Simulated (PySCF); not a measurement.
**Molecular orbitals of LaBr**

M06 at R = 2.717 Å; basis La def2-TZVPP with ECP46, Br def2-TZVPP; scalar-relativistic core potentials; PySCF 2.14. State: singlet, about 0.1 electrons in the 4f shell (Mulliken). Only the outer orbitals are listed, counted within each symmetry, core potentials removing the inner ones.

```
orbital  occ.  ε (eV)  on La (%)   main shells (%)
     8σ     2  -25.00         93           93 La p
     4π     2  -24.67        100          100 La p
     4π     2  -24.67        100          100 La p
     9σ     2  -20.41          8           93 Br s
    10σ     2   -8.91         15  84 Br p, 11 La d
     5π     2   -8.32          9           90 Br p
     5π     2   -8.32          9           90 Br p
    11σ     2   -4.38        100  80 La s, 18 La d
     2δ     0   -2.49        100          100 La d
     2δ     0   -2.49        100          100 La d
     6π     0   -2.29         95   86 La d, 8 La p
```

Question: Which are the highest filled and the lowest empty level, where do they sit, and how wide is the gap?

Answer: Highest filled 11σ at -4.38 eV (in %: 80 La s, 18 La d); lowest empty 2δ at -2.49 eV (in %: 100 La d); the gap at M06 is 1.89 eV.

* bond order (Mayer): 1.22
* ⟨S²⟩: 0.000
* charge on La (Mulliken, basis-dependent): 0.30
* charge on La (Löwdin, basis-dependent): -0.30
* dipole moment (positive dipole means La(−)Br(+)): -3.32 D

Spin–orbit coupling is left out.
